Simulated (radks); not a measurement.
Task: Species: the dysprosium ion Dy45+. Configuration: [Ar] 3d3. All-electron calculation, Dirac Kohn-Sham, exchange-only PBE, spin-unpolarised, spherical densities, finite nucleus; open shells fill j = l - 1/2 first; Fermi nuclear charge, rms radius 5.2218 fm. Program: a radial shooting solver on a logarithmic mesh with Libxc functionals. Some entries of the table are withheld. Estimate them.

| orbital | occ. | eigenvalue (hartree) | <r^2> (bohr^2) |
|---|---|---|---|
| 1s1/2 | 2 | -2068.018 | 0.0006094 |
| 2s1/2 | 2 | -423.9420 | 0.009322 |
| 2p1/2 | 2 | (1) | 0.006738 |
| 2p3/2 | 4 | (2) | 0.007921 |
| 3s1/2 | 2 | -157.1504 | 0.05571 |
| 3p1/2 | 2 | -151.1258 | (3) |
| 3p3/2 | 4 | -143.9597 | (4) |
| 3d3/2 | 3 | -134.7381 | 0.04228 |
| 3d5/2 | 0 | -133.0738 | 0.04369 |

Result: 
(1) 2p1/2 eigenvalue (hartree): -408.7353
(2) 2p3/2 eigenvalue (hartree): -378.9599
(3) 3p1/2 <r^2> (bohr^2): 0.05076
(4) 3p3/2 <r^2> (bohr^2): 0.05605
